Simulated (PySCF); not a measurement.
A geometry optimisation on `[CH3][AlH2-][SbH3+]`.

Method: PBE0-D3(BJ)/def2-SVP geometry optimisation, gas phase, def2 core potentials past Kr (PySCF 2.14.0). Start geometry: GFN2-xTB. A driver script takes a list of jobs; this job's settings line and coordinates (Å) are shown.

Input:
```
{"job": {"xc": "PBE0", "basis": "def2-SVP", "d3": "d3bj", "grid": 1, "maxiter": 30, "shake": 0.01, "kind": "geom"}, "charge": 0, "multiplicity": 1}
C     -1.689530     0.694860     0.472120
Al    -0.939370    -0.929720    -0.346730
Sb     1.714010    -0.097610    -0.199820
H     -2.771850     0.697400     0.542220
H     -1.350160     0.898660     1.479860
H     -1.481280     1.636400    -0.106130
H     -0.852320    -1.147920    -1.896020
H     -0.648750    -2.223850     0.479320
H      2.372870     1.349580     0.431180
H      2.756150     0.036370    -1.506590
H      2.928350    -0.939990     0.634920
```

Output:
```
step   0  E = -525.27880141  max force = 0.017538
step   1  E = -525.28524597  max force = 0.005153
step   2  E = -525.28560435  max force = 0.002196
step   3  E = -525.28572294  max force = 0.001212
step   4  E = -525.28575816  max force = 0.000527
step   5  E = -525.28576585  max force = 0.000387
optimisation converged
```

Energies in Eh; «max force» is the largest Cartesian gradient component in Eh/bohr.

Give the first gradient maximum in eV/Å.

With 1 Eh/bohr = 51.422 eV/Å, 0.902 eV/Å.

How much energy does the optimisation release, in kcal/mol?

E(step 0) − E(last step) = 0.006964 Eh, which is 4.4 kcal/mol.

Summary of the converged run: final energy -525.28577 Eh after 5 steps; dipole 3.06 D.

Where do the atoms end?

0.095 Å rms from the input after alignment:
```
atom  x, y, z in Å
C1    -1.7118    0.7074    0.4506
Al2   -0.9063   -0.9169   -0.3291
Sb3    1.8657   -0.0998   -0.1984
H4    -2.8097    0.5890    0.4784
H5    -1.3874    0.8962    1.4870
H6    -1.5079    1.6139   -0.1425
H7    -0.9190   -1.1162   -1.9189
H8    -0.7057   -2.2182    0.5838
H9     2.2666    1.4244    0.4431
H10    2.8380    0.0518   -1.5854
H11    3.0137   -0.9624    0.7131
```

How long does this job take on Arm Neoverse V1, one thread, on a shared host? And the peak memory of the process?

About 23 s, with 0.41 GiB resident at the peak, the Python interpreter and its libraries included.
Labels such as C1 count atoms from 1, the log's own numbers from 0.
